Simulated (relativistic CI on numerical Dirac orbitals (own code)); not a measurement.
Slater and spin-orbit integrals, Cs32+

Method of calculation: Dirac-Coulomb-Breit CI, KLI orbitals optimised for each configuration, model QED (radiative potential, 1s self-energy scaled to tabulated hydrogen-like ionisation energies), unscaled Slater integrals (own radial code, finite nucleus).

Slater integrals F^k, G^k are unscaled and averaged over j, outside the closed core [Ne]; ζ comes from projecting the Hamiltonian with its Breit term on Σ l·s of the shell.

- 3s²3p⁶3d⁵: F^2(3d,3d) = 407450, F^4(3d,3d) = 262640, ζ(3d) = 53446 cm⁻¹; <r>(3d) = 0.2496, <r^2>(3d) = 0.07248 (bohr units).
- 3s²3p⁵3d⁶: ζ(3p) = 411460, F^2(3d,3d) = 406580, F^4(3d,3d) = 262060, F^2(3p,3d) = 357020, G^1(3p,3d) = 387290, G^3(3p,3d) = 256570, ζ(3d) = 52812 cm⁻¹; <r>(3p) = 0.2782, <r^2>(3p) = 0.0894, <r>(3d) = 0.2501, <r^2>(3d) = 0.07276 (bohr units).
- 3s²3p⁴3d⁷: F^2(3p,3p) = 355670, ζ(3p) = 411080, F^2(3d,3d) = 405700, F^4(3d,3d) = 261460, F^2(3p,3d) = 356600, G^1(3p,3d) = 387250, G^3(3p,3d) = 256420, ζ(3d) = 52184 cm⁻¹; <r>(3p) = 0.2785, <r^2>(3p) = 0.08961, <r>(3d) = 0.2506, <r^2>(3d) = 0.07304 (bohr units).

Task: Give the Racah parameters of the d shell in 3s²3p⁶3d⁵.

Result: B = F²/49 − 5F⁴/441 = 5337 cm⁻¹ and C = 35F⁴/441 = 20845 cm⁻¹.

Averages of the first 10 configurations, taken without configuration mixing, which lowers the lowest level and can move excited configurations by several eV; other configurations of the list can lie among them:

| Configuration | Parity | States | Average energy above the lowest level (eV) |
| --- | --- | --- | --- |
| 3s²3p⁶3d⁵ | even | 252 | 45.6 |
| 3s²3p⁵3d⁶ | odd | 1260 | 301.1 |
| 3s²3p⁴3d⁷ | even | 1800 | 562.2 |
| 3s3p⁶3d⁶ | even | 420 | 496.9 |
| 3p⁶3d⁷ | even | 120 | 955.9 |
| 3s3p⁵3d⁷ | odd | 1440 | 751.3 |
| 3s²3p⁶3d⁴4s | even | 420 | 861.4 |
| 3s²3p⁶3d⁴4p | odd | 1260 | 933.1 |
| 3s²3p⁶3d⁴4d | even | 2100 | 1029.1 |
| 3s²3p⁵3d⁵4s | odd | 3024 | 1110.2 |
